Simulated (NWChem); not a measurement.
System: C3H6OSi; SMILES C#CCO[SiH3]

Input file for NWChem:

```
start job
memory heap 200 mb stack 900 mb global 1100 mb
geometry units angstroms noautosym nocenter noautoz
  C      0.344645     3.085234     0.000000
  C     -0.084170     1.953890     0.000000
  C     -0.630004     0.598659     0.000000
  O      0.392368    -0.360409     0.000000
  Si     0.124241    -2.007209     0.000000
  H      0.731695     4.087562     0.000000
  H     -1.284176     0.485544     0.887849
  H     -1.284176     0.485544    -0.887849
  H      1.465002    -2.647391     0.000000
  H     -0.651478    -2.416792     1.213138
  H     -0.651478    -2.416792    -1.213138
end
basis spherical
  * library def2-svp
end
dft
  xc pbe0
  iterations 150
end
cosmo
  do_cosmo_smd true
  solvent toluene
end
task dft energy
```

Parts of the log:

```
             Northwest Computational Chemistry Package (NWChem) 7.3.0
             --------------------------------------------------------

                             Geometry "geometry" -> ""
                             -------------------------

 Output coordinates in angstroms (scale by  1.889725989 to convert to a.u.)

  No.       Tag          Charge          X              Y              Z
 ---- ---------------- ---------- -------------- -------------- --------------
    1 C                    6.0000     0.34464500     3.08523400     0.00000000
    2 C                    6.0000    -0.08417000     1.95389000     0.00000000
    3 C                    6.0000    -0.63000400     0.59865900     0.00000000
    4 O                    8.0000     0.39236800    -0.36040900     0.00000000
    5 Si                  14.0000     0.12424100    -2.00720900     0.00000000
    6 H                    1.0000     0.73169500     4.08756200     0.00000000
    7 H                    1.0000    -1.28417600     0.48554400     0.88784900
    8 H                    1.0000    -1.28417600     0.48554400    -0.88784900
    9 H                    1.0000     1.46500200    -2.64739100     0.00000000
   10 H                    1.0000    -0.65147800    -2.41679200     1.21313800
   11 H                    1.0000    -0.65147800    -2.41679200    -1.21313800

 Effective nuclear repulsion energy (a.u.)     199.7198821343

                                 NWChem DFT Module
                                 -----------------

 Summary of "ao basis" -> "ao basis" (spherical)
 ------------------------------------------------------------------------------
       Tag                 Description            Shells   Functions and Types
 ---------------- ------------------------------  ------  ---------------------
 C                          def2-svp                 6       14   3s2p1d
 O                          def2-svp                 6       14   3s2p1d
 Si                         def2-svp                 8       18   4s3p1d
 H                          def2-svp                 3        5   2s1p

 in cosmo_initialize ...
 calling solv_data for solv:toluene

 solvent parameters
 solvname_short: toluene
 solvname_long:  toluene
 dielec:        2.3741
 dielecinf:     2.2383
 nonaqueous SMD model solvent descriptors
 dielec:        2.3741
 sola:          0.0000
 solb:          0.1400
 solc:          0.8570
 solg:         40.2000
 solh:          0.0000
 soln:          1.4961

          ---------------
          -cosmo- solvent
          ---------------
 Cosmo: York-Karplus, doi: 10.1021/jp992097l
 dielectric constant -eps-     =   2.37
 screen = (eps-1)/(eps    )    =   0.57879
 surface charge correction     = lagrangian

   van der Waals surface
 --------------------------

[...]

                                COSMO-SMD solvation results
                                ---------------------------

             internal energy in gas <Psi(g)|H|Psi(g)> =      -481.993673138951
         internal energy in solvent <Psi(s)|H|Psi(s)> =      -481.993285236019
                               delta internal energy  =         0.000387902932 (    0.24 kcal/mol)
   total free energy in solvent <Psi(s)|H+V/2|Psi(s)> =      -481.998198471078
 polarization energy contribution <Psi(s)|V/2|Psi(s)> =        -0.004913235060 (   -3.08 kcal/mol)
    total free energy in solvent including G(SMD-CDS) =      -481.999180621617
                       G(SMD-CDS) energy contribution =        -0.000982150538 (   -0.62 kcal/mol)
     1 M fixed-concentration free energy of solvation =        -0.005507482666 (   -3.46 kcal/mol)

                       DFT Final Molecular Orbital Analysis
                       ------------------------------------

 Vector   21  Occ=2.000000D+00  E=-3.147274D-01
              MO Center=  6.7D-03, -2.6D-02,  4.8D-09, r^2= 5.1D+00
   Bfn.  Coefficient  Atom+Function         Bfn.  Coefficient  Atom+Function
  ----- ------------  ---------------      ----- ------------  ---------------
    48      0.415798   4 O  pz               51      0.319813   4 O  pz
    20     -0.246949   2 C  pz                6     -0.230217   1 C  pz
    95     -0.191345  10 H  s               100      0.191345  11 H  s
    96     -0.164975  10 H  s               101      0.164975  11 H  s
    23     -0.154881   2 C  pz                9     -0.127354   1 C  pz

 Vector   22  Occ=2.000000D+00  E=-3.043530D-01
              MO Center=  1.2D-01,  2.4D+00,  5.3D-10, r^2= 1.7D+00
   Bfn.  Coefficient  Atom+Function         Bfn.  Coefficient  Atom+Function
  ----- ------------  ---------------      ----- ------------  ---------------
    18      0.393483   2 C  px                4      0.390177   1 C  px
     7      0.227380   1 C  px               21      0.216019   2 C  px
     5     -0.150188   1 C  py               19     -0.148809   2 C  py
    22     -0.121063   2 C  py                8     -0.107006   1 C  py
    47     -0.098858   4 O  py               45     -0.073382   4 O  s

 Vector   23  Occ=2.000000D+00  E=-2.854184D-01
              MO Center= -6.6D-02,  1.5D+00,  6.0D-10, r^2= 3.7D+00
   Bfn.  Coefficient  Atom+Function         Bfn.  Coefficient  Atom+Function
  ----- ------------  ---------------      ----- ------------  ---------------
     6      0.357381   1 C  pz               20      0.303746   2 C  pz
    48      0.282896   4 O  pz                9      0.230605   1 C  pz
    51      0.223869   4 O  pz               80     -0.193330   7 H  s
    85      0.193330   8 H  s                34     -0.181626   3 C  pz
    23      0.179642   2 C  pz               81     -0.122165   7 H  s

 Vector   24  Occ=0.000000D+00  E= 6.941636D-03
              MO Center= -1.9D-02, -4.0D-02,  9.7D-11, r^2= 7.3D+00
   Bfn.  Coefficient  Atom+Function         Bfn.  Coefficient  Atom+Function
  ----- ------------  ---------------      ----- ------------  ---------------
    68      0.788317   5 Si py               31     -0.633806   3 C  s
    45     -0.570462   4 O  s                 7     -0.429726   1 C  px
    22     -0.387681   2 C  py               81      0.287603   7 H  s
    86      0.287603   8 H  s                 4     -0.254297   1 C  px
     3      0.251371   1 C  s                21      0.213129   2 C  px

 Vector   25  Occ=0.000000D+00  E= 4.535893D-02
              MO Center= -9.4D-02,  2.2D+00,  3.5D-09, r^2= 3.2D+00
   Bfn.  Coefficient  Atom+Function         Bfn.  Coefficient  Atom+Function
  ----- ------------  ---------------      ----- ------------  ---------------
     9      0.670627   1 C  pz               23     -0.648599   2 C  pz
    81      0.489926   7 H  s                86     -0.489926   8 H  s
    20     -0.419550   2 C  pz                6      0.377888   1 C  pz
    37     -0.232446   3 C  pz               80      0.157160   7 H  s
    85     -0.157160   8 H  s                34     -0.076765   3 C  pz

 Vector   26  Occ=0.000000D+00  E= 5.280219D-02
              MO Center=  3.9D-02,  4.7D-02, -2.2D-09, r^2= 8.5D+00
   Bfn.  Coefficient  Atom+Function         Bfn.  Coefficient  Atom+Function
  ----- ------------  ---------------      ----- ------------  ---------------
    68     -0.893749   5 Si py               31      0.812547   3 C  s
    91     -0.652258   9 H  s                21      0.460728   2 C  px
     7     -0.440322   1 C  px               60      0.432597   5 Si s
    96     -0.323396  10 H  s               101     -0.323396  11 H  s
    18      0.294640   2 C  px                4     -0.266655   1 C  px

     Multipole analysis of the density
     ---------------------------------

     L   x y z        total         alpha         beta         nuclear
     -   - - -        -----         -----         ----         -------
     0   0 0 0     -0.000000    -23.000000    -23.000000     46.000000

     1   1 0 0     -0.535417     -1.199847     -1.199847      1.864277
     1   0 1 0     -0.089946     -0.441981     -0.441981      0.794016
     1   0 0 1     -0.000000     -0.000000     -0.000000      0.000000

     2   2 0 0    -28.369810    -34.563207    -34.563207     40.756604
     2   1 1 0      0.853769      1.280522      1.280522     -1.707274
     2   1 0 1      0.000000      0.000000      0.000000      0.000000
     2   0 2 0    -23.909182   -325.283683   -325.283683    626.658184
     2   0 1 1      0.000000      0.000000      0.000000      0.000000
     2   0 0 2    -29.125063    -22.633064    -22.633064     16.141065
```

Level: PBE0/def2-SVP, SMD on the gas-phase geometry. Coordinates come from a PBE0/def2-SVP optimisation. Solvent: toluene.
